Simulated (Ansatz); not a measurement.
`N[SiH2]C[TeH]` + `[SiH3]C(Cl)Cl` → `[SiH3]C(Cl)(Cl)[TeH]` + `C[SiH2]N` at 400 K and 1 bar (formal exchange of groups at a Te–C bond).

Gas-phase electronic energies from Ansatz, PBE0-D4/def2-TZVP geometries. CCSD(T)/CBS is the MP2 limit (def2-TZVPP, def2-QZVPP) plus CCSD(T) − MP2 in def2-TZVPP, frozen cores. def2 core potentials past Kr. For Te outer-core shells are correlated without core-valence functions, which leaves a few kJ/mol of doubt a bond. One conformer a species, not always the lowest.

```tsv
species	CCSD(T)/CBS energy (Eh)	H − E (kJ/mol)	S (J/(mol·K))
`N[SiH2]C[TeH]`	-653.80095	237.1	411.0
`[SiH3]C(Cl)Cl`	-1249.07910	143.4	356.3
`[SiH3]C(Cl)(Cl)[TeH]`	-1516.79377	142.0	424.4
`C[SiH2]N`	-386.08232	236.0	334.0
```

H − E and S are ideal-gas, rigid-rotor, harmonic terms from PBE0-D4/def2-TZVP, for one conformer and one mirror image of each species. 1 Eh = 2625.50 kJ/mol, R = 8.31446 J/(mol·K).

Q: By hand: ΔE, ΔH, ΔS and ΔG.

A: ΔE = (-1516.79377) + (-386.08232) − (-653.80095) − (-1249.07910) = 0.00396 Eh = 10.4 kJ/mol. Δ(H − E) = 142.0 + 236.0 − 237.1 − 143.4 = -2.5, so ΔH = 7.9 kJ/mol. ΔS = 424.4 + 334.0 − 411.0 − 356.3 = -8.9 J/(mol·K). ΔG = 7.9 − 400 × (-8.9)/1000 = 11.5 kJ/mol.

Q: By hand: the equilibrium constant, and the temperature at which ΔG would vanish if ΔH and ΔS stayed fixed.

A: log₁₀ K = −ΔG/(RT ln 10) = -1.5. ΔH and −TΔS have one sign here, so there is no such temperature.

TΔS isn't small against ΔH here. A doubt of 5 kJ/mol in ΔE shifts log₁₀ K by 0.7 here. Other conformers and mirror images would add mixing entropy, several J/(mol·K) or more a flexible species. These are equilibria of isolated gas molecules and say nothing of rates. Largest T1 diagnostic: 0.011 (customary marks: 0.02 for closed shells, 0.045 for open ones).

ΔS is within the doubt of such terms, so its sign, and with it that verdict, could turn.
